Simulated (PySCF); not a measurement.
Compound: C5H9N2O (doublet state).
Structure used (GFN2-xTB), in Å, numbered top down from 1:
```
atom  x, y, z in Å
C1    -1.3623    0.8148   -1.2432
C2    -0.9557   -0.2100   -0.1809
C3    -1.5472    0.1701    1.1816
C4     0.5214   -0.2875   -0.0885
N5     1.3784    0.6650    0.1633
C6     2.5780    0.1252    0.1797
N7     2.5299   -1.2460   -0.1450
O8     1.1485   -1.5256   -0.2615
H9    -0.9785    0.5278   -2.2189
H10   -0.9579    1.7893   -0.9837
H11   -2.4460    0.8817   -1.2993
H12   -1.3135   -1.2031   -0.4700
H13   -1.2885   -0.5718    1.9332
H14   -1.1554    1.1340    1.4949
H15   -2.6303    0.2332    1.1126
H16    3.5008    0.6355    0.3365
H17    2.9711   -1.9205    0.4793
```

The hyperfine couplings belong to this conformer and change with its torsions.

Identity: `CC(C)C1=N[CH]NO1` [radical].

Computed, not measured: UKS B3LYP, pcH-1 on C H N O, non-relativistic, mean-field spin-orbit, GIAO (PySCF 2.14.0). Isolated species at its GFN2-xTB geometry (one conformer only). The geometry wasn't refined by DFT: couplings that depend on bond lengths, twists or pyramidal angles can differ widely from those at the functional's own minimum. No stability test was run, so a lower SCF solution isn't excluded.

The Mulliken spin populations are largest on C6 (+0.52), C4 (+0.41), N5 (-0.16) and N7 (+0.12). The positive populations add up to 1.22 and the negative ones to -0.22, together 2S = 1. The angles at C6 add up to 359.8°, so it is planar.

(1) Find Q in a(H) = Q·ρ(C) for the protons on the planar carbons that carry spin.

Results:

(1) 
| H | C | ρ(C) | a(H) (G) | a/ρ (G) |
| --- | --- | --- | --- | --- |
| H16 | C6 | +0.515 | -14.83 | -28.8 |

One proton gives one ratio, Q = -28.8 G, and no test of linearity. In McConnell's picture π spin on carbon polarises the C–H bond and leaves opposite spin at the proton, which makes Q negative, as found here.

Couplings in gauss use g_iso = 2.0031.
